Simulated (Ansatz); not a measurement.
Geometry optimisation, Ansatz 0.2.0, RKS PBE0/def2-SVP.

input.yaml

```yaml
crystal:
  periodic: [false, false, false]
  atoms:
    - { symbol: Si, position_ang: [0.189593, -0.27063, 1.372357] }
    - { symbol: H, position_ang: [1.595886, -0.609534, 1.266256] }
    - { symbol: O, position_ang: [-0.593691, -0.714921, -0.028383] }
    - { symbol: C, position_ang: [-1.533014, 0.055047, -0.734958] }
    - { symbol: H, position_ang: [-0.384576, -1.021395, 2.534943] }
    - { symbol: H, position_ang: [0.033649, 1.199898, 1.622224] }
    - { symbol: H, position_ang: [2.592065, 0.286504, -0.119436] }
    - { symbol: Se, position_ang: [2.172347, 0.739624, -1.479524] }
    - { symbol: H, position_ang: [-2.064115, 0.780634, -0.088795] }
    - { symbol: H, position_ang: [-1.044319, 0.625808, -1.548142] }
    - { symbol: H, position_ang: [-2.284691, -0.616626, -1.180321] }
    - { symbol: H, position_ang: [1.320768, -0.454509, -1.61622] }
basis:
  gaussian: { orbitals: def2-SVP }
hamiltonian:
  xc: pbe0
relax:
  f_tol: 0.03
  max_steps: 50
output:
  orbitals: {}
```

Launched with:

```bash
$ ansatz run input.yaml --threads 2 --pin off --max-ram 3072MiB --backend cpu --events-out ev --progress --plain --runs-dir out
```

Problem. Where does it end, and by what steps?

Solution. It converged. The force dipped under the threshold on the way, but the program's further checks kept it going. After 37 steps the energy has fallen by 0.215 eV; H7 moved furthest, 1.56 Å.

```json
{"step": "0", "energy less start (eV)": "0.0000", "largest force component (eV/Å)": "0.986", "accepted": "yes"}
{"step": "2", "energy less start (eV)": "-0.1044", "largest force component (eV/Å)": "0.083", "accepted": "yes"}
{"step": "4", "energy less start (eV)": "-0.1408", "largest force component (eV/Å)": "0.134", "accepted": "yes"}
{"step": "6", "energy less start (eV)": "-0.1492", "largest force component (eV/Å)": "0.490", "accepted": "no"}
{"step": "8", "energy less start (eV)": "-0.1658", "largest force component (eV/Å)": "0.048", "accepted": "yes"}
{"step": "10", "energy less start (eV)": "-0.1733", "largest force component (eV/Å)": "0.082", "accepted": "yes"}
{"step": "12", "energy less start (eV)": "-0.1690", "largest force component (eV/Å)": "0.419", "accepted": "no"}
{"step": "14", "energy less start (eV)": "-0.1831", "largest force component (eV/Å)": "0.180", "accepted": "yes"}
{"step": "16", "energy less start (eV)": "-0.1869", "largest force component (eV/Å)": "0.217", "accepted": "yes"}
{"step": "18", "energy less start (eV)": "-0.1946", "largest force component (eV/Å)": "0.023", "accepted": "yes"}
{"step": "20", "energy less start (eV)": "-0.1959", "largest force component (eV/Å)": "0.066", "accepted": "yes"}
{"step": "22", "energy less start (eV)": "-0.1975", "largest force component (eV/Å)": "0.077", "accepted": "yes"}
{"step": "24", "energy less start (eV)": "-0.1971", "largest force component (eV/Å)": "0.261", "accepted": "no"}
{"step": "26", "energy less start (eV)": "-0.2000", "largest force component (eV/Å)": "0.006", "accepted": "yes"}
{"step": "28", "energy less start (eV)": "-0.2023", "largest force component (eV/Å)": "0.072", "accepted": "yes"}
{"step": "30", "energy less start (eV)": "-0.2047", "largest force component (eV/Å)": "0.128", "accepted": "yes"}
{"step": "32", "energy less start (eV)": "-0.2080", "largest force component (eV/Å)": "0.010", "accepted": "yes"}
{"step": "34", "energy less start (eV)": "-0.2096", "largest force component (eV/Å)": "0.089", "accepted": "yes"}
{"step": "36", "energy less start (eV)": "-0.2130", "largest force component (eV/Å)": "0.116", "accepted": "yes"}
{"step": "37", "energy less start (eV)": "-0.2153", "largest force component (eV/Å)": "0.021", "accepted": "yes"}
```

```xyz
12
Properties=species:S:1:pos:R:3
Si -0.075 -0.128 1.703
H 1.328 -0.536 1.977
O -0.251 -0.181 0.041
C -1.439 0.144 -0.632
H -1.036 -1.063 2.366
H -0.330 1.255 2.213
H 3.325 0.436 -1.492
Se 2.402 -0.300 -2.366
H -2.263 -0.542 -0.365
H -1.766 1.178 -0.419
H -1.262 0.061 -1.715
H 1.365 -0.325 -1.313
```

Run time: 54 s on 2 threads of AMD EPYC 9R45 96-Core Processor (Zen 5) (shared host), peak memory 0.31 GiB.
